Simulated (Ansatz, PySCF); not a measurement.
Cl₃Ga, triplet, at a GFN2-xTB geometry (such geometries of metal compounds can be far from the true shape) (a higher spin typed on purpose: for a closed-shell molecule this is an excited state). Base run: HF/STO-3G run with PySCF.

Here is a job for PySCF.
```python
from pyscf import gto, scf

mol = gto.M(
    atom='''
Ga   -0.457680    0.063993    0.535484
Cl   -1.714038   -1.306597   -0.588626
Cl    0.691513    1.640169   -0.816953
Cl    1.857117   -0.450264    0.429109
''',
    basis='sto-3g',
    charge=0,
    spin=2,
    verbose=4,
)

mf = scf.UHF(mol)
mf.kernel()
```

The same geometry, method and basis name were run in Ansatz (a first-principles code) and PySCF, at each program's defaults and at the settings that a row names. The base is PySCF at its defaults. Differences at the defaults can come from grids, fitting, cores and function types together.

```csv
code and settings,ΔE vs base (mEh),basis functions,E (Eh),SCF cycles,dipole (D)
"PySCF, defaults (exact integrals, spherical functions)",0.000,45,-3264.66322,40,2.58
"Ansatz, defaults (factorised integrals, spherical functions)",-129.8,45,-3264.79304,-,-
"PySCF, density fitting with def2-universal-jkfit",-0.847,45,-3264.66407,32,2.58
"Ansatz, high accuracy",-129.8,45,-3264.79305,-,-
```

Open shells are given as the SCF converged; they aren't shown to be the lowest states, and a large step between rows can be another state.
